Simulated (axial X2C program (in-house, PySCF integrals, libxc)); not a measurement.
**Potential curves of CoO, 2c**

All values were computed with an in-house all-electron X2C program for linear molecules (integrals from PySCF). Two-component (2c) means X2C with spin–orbit coupling and atomic mean-field two-electron Coulomb and Gaunt terms. Basis: Co dyall-cv3z [9s10p6d3f2g], O dyall-av3z [7s6p3d2f] (cores contracted in-house); Gaussian nuclei, density fitting, unrestricted open shells. Masses: Co 58.933 u, O 15.995 u.

State: Ω = 7/2 (⟨Sz⟩ = 1.50, ⟨Lz⟩ = 2.00 at PW91). Energies in kJ/mol from the lowest point of each curve. Fits are polynomials in 1 − R0/R over 0.85 to 1.23 times the lowest point R0.

```
 R (Å)    PW91
1.3963  134.29
1.4606   58.49
1.5087   25.08
1.5568    6.74
1.6050    0.00
1.6612    3.21
1.7174   15.09
1.7896   38.94
1.8778   75.89
2.0063  136.12
```

One determinant describes the state; a PBE0 search over occupations chose it and may have missed a lower one. Density functionals use the spin component along the axis (collinear). PBE0 can misorder states that lie within some tenths of an eV, so this need not be the ground state of the molecule. The nearest other 2c determinant of the search, Ω = 1/2, lies 0.12 eV up at the distance of the search. Without a current term, density functionals place determinants with orbital angular momentum somewhat too high. With several unpaired electrons one determinant need not be a pure state. At some level and bond length an empty orbital lies below a filled one.

(1) What are Re and ωe at the PW91 level?

Results:

(1) At PW91, 2c: Re = 1.616 Å, ωe ≈ 895 cm⁻¹; Be follows as 0.513 cm⁻¹.
